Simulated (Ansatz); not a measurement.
P3Se (the lowest doublet isomer of a short search), 4 atoms. Hardware: 4 threads of Arm Neoverse V2 on a shared host.

(1) How many basis functions does each of these Ansatz runs have, and roughly what does it cost? PBE0-D4/def2-SVP, charge 0 quartet, energy with a search over starts; ωB97X-V/def2-TZVP, charge 0 doublet, energy, from earlier orbitals; r2SCAN0-D4/def2-TZVP, charge 0 doublet, energy, from earlier orbitals; PBE-D4/def2-TZVP, charge 0 quartet, energy, from earlier orbitals; r2SCAN-D4/def2-TZVP, charge 0 doublet, energy, from earlier orbitals; r2SCAN-D4/def2-TZVP, charge 1 triplet at the geometry of the charge 0 doublet, energy, from earlier orbitals; PBE0-D4/def2-SVP, charge -1 singlet at the geometry of the charge 0 doublet, energy with a search over starts; PBE-D4/def2-SVP, charge 0 quartet, relaxation, 11 steps; r2SCAN-D4/def2-TZVP, charge 0 quartet, energy, from earlier orbitals; r2SCAN-D4/def2-TZVPD, charge -1 triplet at the geometry of the charge 0 doublet, energy, from earlier orbitals; PBE0-D4/def2-SVP, charge 0 doublet, energy with a search over starts; PBE0-D4/def2-TZVPD, charge -1 singlet at the geometry of the charge 0 doublet, energy, from earlier orbitals.

## Answers

(1) Other jobs shared the machine, so times can vary by a factor of up to 3. A dash marks memory too small to be measured apart from the calling script's.

```
                                                                                                           run  functions  fitting or Cholesky vectors  wall time  peak host memory (GiB)
 PBE0-D4/def2-SVP, charge -1 singlet at the geometry of the charge 0 doublet, energy with a search over starts         86                          781      0.8 s                       –
                                          PBE0-D4/def2-SVP, charge 0 quartet, energy with a search over starts         86                          781        2 s                       –
                                             PBE-D4/def2-TZVP, charge 0 quartet, energy, from earlier orbitals        159                         1197        2 s                       –
                                          PBE0-D4/def2-SVP, charge 0 doublet, energy with a search over starts         86                          781      2.6 s                       –
  PBE0-D4/def2-TZVPD, charge -1 singlet at the geometry of the charge 0 doublet, energy, from earlier orbitals        186                         1329      2.7 s                    0.58
  r2SCAN-D4/def2-TZVP, charge 1 triplet at the geometry of the charge 0 doublet, energy, from earlier orbitals        159                         1197        5 s                       –
                                          r2SCAN-D4/def2-TZVP, charge 0 doublet, energy, from earlier orbitals        159                         1197      5.5 s                       –
                                          r2SCAN-D4/def2-TZVP, charge 0 quartet, energy, from earlier orbitals        159                         1197      5.5 s                       –
                                         r2SCAN0-D4/def2-TZVP, charge 0 doublet, energy, from earlier orbitals        159                         1258      6.5 s                    0.65
                                            ωB97X-V/def2-TZVP, charge 0 doublet, energy, from earlier orbitals        159                         1219      7.5 s                    0.77
                                                       PBE-D4/def2-SVP, charge 0 quartet, relaxation, 11 steps         86                          967       13 s                       –
r2SCAN-D4/def2-TZVPD, charge -1 triplet at the geometry of the charge 0 doublet, energy, from earlier orbitals        186                         1248       17 s                     0.6
```
